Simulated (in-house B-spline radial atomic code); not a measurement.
Configurations of Ta4+, with energies counted from [Xe] 4f14 5d1. Level of theory: Dirac-Hartree-Fock, average of configuration, Fermi nucleus of rms radius 5.3507 fm; calculated with a radial B-spline atomic code at the basis-set limit. Energies include first-order Breit, QED and recoil terms.

Occupations are held fixed; configurations that lie above the ionisation limit could autoionise.

| configuration | E - E(ref) (eV) | highest orbital | its <r> (bohr) |
| --- | --- | --- | --- |
| [Xe] 4f13 5d1 6s1 | 33.424 | 6s1/2 | 2.516 |
| [Xe] 4f14 8g1 | 41.352 | 8g7/2 | 17.12 |
| [Kr] 4d10 4f14 5s2 5p5 5d1 7s1 | 65.846 | 7s1/2 | 4.635 |
| [Xe] 4f13 5d1 7g1 | 68.621 | 7g7/2 | 12.61 |
| [Kr] 4d10 4f14 5s2 5p5 5d1 7f1 | 78.601 | 7f7/2 | 9.391 |
| [Kr] 4d10 4f14 5s2 5p5 5d1 8f1 | 81.173 | 8f7/2 | 13.26 |

Task: Order these further configurations by energy, lowest first.
A. [Xe] 4f14 7d1
B. [Kr] 4d10 4f14 5s2 5p5 5d2
C. [Kr] 4d10 4f14 5s2 5p5 5d1 6f1
D. [Xe] 4f13 5d1 6g1
E. [Kr] 4d10 4f14 5s2 5p5 5d1 6g1

Result: A (32.414 eV), B (40.674 eV), D (66.106 eV), C (74.322 eV), E (78.74 eV).

Task: How far above the reference does [Xe] 4f14 6d1 lie?

Result: 23.737 eV; its least bound orbital is 6d5/2 with <r> = 4.001 bohr.

Task: How far above the reference does [Xe] 4f13 5d1 5g1 lie?

Result: 61.947 eV; its least bound orbital is 5g7/2 with <r> = 5.458 bohr.
